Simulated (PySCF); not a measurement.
## NMR problem set

Non-relativistic Hamiltonian, no solvent, averaged over atoms made equivalent by symmetry, fast rotation or ring inversion, one computed conformer. NMR shieldings at PBE0/pcSseg-1/GIAO; GFN2-xTB structure; PySCF.

References, each an isolated molecule treated in the same way: TMS for $^{1}$H, $^{13}$C. Splittings of carbon signals by F and P are missing where no couplings were computed. Where no couplings were computed, multiplicities follow the n + 1 count of equivalent neighbours, and m marks all less simple cases (inequivalent or close neighbours, rings, F or P nearby). Shifts are as computed. Against solution values, carbons near 30 ppm lie about +3 ppm off and those near 130 ppm about +5 ppm. Of 1211 compounds with measured shifts, 218 miss one by over three times the rms of a fit or turn the order of signals round; such compounds aren't used in these exercises.

Q: C2H12Si4. $^{1}$H NMR (400 MHz, computed): δ 5.16 (m, 1H), 4.87 (m, 1H), 4.74 (m, 1H), 4.70 (m, 1H), 3.56 (d, 3H), 0.76 (m, 1H), 0.42 (d, 3H), 0.36 (m, 1H). $^{13}$C{$^{1}$H} NMR (computed): δ -5.3 (CH3), -11.0 (CH2). What is it?

A: SMILES C[Si@@H]1[SiH2]C[Si@@H]1[SiH3]. Rings plus π bonds: 1 (1 ring in the answer). 2 carbon signals for 2 carbons: no two carbons are equivalent. Carbon types of the structure: 1 × CH2, 1 × CH3, leaving 7 H on heteroatoms. δC -5.3: methyl carbon bonded to Si; an electropositive neighbour leaves it electron-rich and shielded. δC -11.0: sp3 CH2 bonded to 2 Si; an electropositive neighbour leaves it electron-rich and shielded. δH 0.76, 0.36: hydrogen on an sp3 CH2 bonded to 2 Si; an electropositive neighbour shields it, as in TMS itself. δH 0.42: hydrogen on a methyl carbon bonded to Si; an electropositive neighbour shields it, as in TMS itself.

The data come from this structure; uniqueness wasn't tested.

Q: C7H6F3OP. $^{1}$H NMR (500 MHz, computed): δ 7.91 (m, 1H), 7.39 (m, 1H), 6.90 (m, 1H), 6.73 (m, 1H), 6.21 (m, 1H), 5.63 (m, 1H). $^{13}$C{$^{1}$H} NMR (computed): δ 153.5 (CH), 152.2 (C), 142.6 (CH), 141.3 (C), 134.8 (CH2), 126.0 (CH), 118.9 (CH). Identify the compound.

A: `InChI=1S/C7H6F3OP/c1-2-12(7(8,9)10)6-4-3-5-11-6/h2-5H,1H2`. 7 carbon signals for 7 carbons: no two carbons are equivalent. Carbon types of the structure: 2 × C, 4 × CH, 1 × CH2, which accounts for all hydrogens. δC 142.6: alkene CH; an sp2 carbon of a C=C bond. δC 141.3: CF3 carbon; 3 electronegative neighbours deshield it. δC 134.8: terminal =CH2 carbon; an sp2 carbon of a C=C bond. δC 126.0, 118.9: aromatic CH.

The data come from this structure; uniqueness wasn't tested.
